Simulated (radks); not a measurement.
Neutral molybdenum inside a hard spherical wall (all orbitals vanish at R), configuration held at [Kr] 4d5 5s1 and not refilled when levels cross. All-electron calculation, scalar-relativistic Kohn-Sham, PBE, spin-polarised, spherical densities, finite nucleus; open shells are filled with parallel spins first (spin-orbit coupling, left out, can overturn this in heavy ions); Fermi nuclear charge, rms radius 4.4091 fm. Program: a radial shooting solver on a logarithmic mesh with Libxc functionals. Eigenvalues in eV for spin up, with the zero of energy where the potential of the charges vanishes at infinity; a dash marks a level that is unbound or too diffuse for the functional's potential to be trusted. A positive occupied level is held by the wall or, in an anion where self-interaction has pushed it up, behind a barrier. The pressure on the wall is -dE/dV.

\begin{tabular}{lrrrrrrrrr}
R (bohr) & E (hartree) & kinetic (hartree) & e(4s) & e(4p) & e(5s) & e(4d) & e(5p, empty) & e(6s, empty) & pressure (GPa) \\ \hline
free & -4048.73208 & 4174.471 & -64.798 & -39.088 & -4.613 & -4.571 & -1.300 & - & 0 \\
12 & -4048.73202 & 4174.472 & -64.792 & -39.082 & -4.608 & -4.565 & -1.249 & 0.844 & 0.00101 \\
10 & -4048.73156 & 4174.476 & -64.756 & -39.047 & -4.576 & -4.533 & -1.113 & 1.951 & 0.0136 \\
8 & -4048.72734 & 4174.508 & -64.551 & -38.844 & -4.382 & -4.350 & -0.609 & 4.841 & 0.190 \\
6 & -4048.68886 & 4174.719 & -63.486 & -37.803 & -3.211 & -3.419 & 1.488 & 13.694 & 3.18 \\
5 & -4048.59455 & 4175.148 & -61.804 & -36.184 & -1.008 & -1.923 & 4.816 & 25.213 & 15.4 \\
4 & -4048.25351 & 4176.500 & -57.945 & -32.521 & 5.451 & 1.774 & 13.661 & 51.396 & 92.2 \\
3.5 & -4047.78234 & 4178.262 & -54.327 & -29.086 & 13.150 & 5.616 & 23.552 & 77.541 & 260 \\
3 & -4046.70368 & 4182.246 & -48.362 & -23.277 & 28.626 & 12.627 & 42.385 & 123.25 & 852 \\
2 & -4035.19487 & 4221.601 & -12.508 & 15.291 & 146.89 & 60.730 & 172.34 & 397.90 & 17700 \\
\end{tabular}
